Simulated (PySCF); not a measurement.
Level of theory: PBE-D3(BJ)/def2-TZVP // PBE0-D3(BJ)/def2-TZVP in PySCF 2.14.0. Isolated molecules, 0 K electronic values unless said otherwise. One relaxed conformer stands for a flexible species; it need not be the lowest. Delta-SCF ions had no search for a lower state. 

Reference species (SMILES): `SSC(S)S` (neutral, multiplicity 1).

```yaml
vertical ionisation energy (Delta-SCF): 8.14 eV
HOMO: -5.45 eV
```

Changed species: `SC(S)(S)S`.

### Question
What does the change do to the vertical ionisation energy (Delta-SCF) and HOMO?

### Answer
the vertical ionisation energy (Delta-SCF) rises by 0.23 eV, to 8.37 eV; the HOMO drops by 0.27 eV, to -5.72 eV.
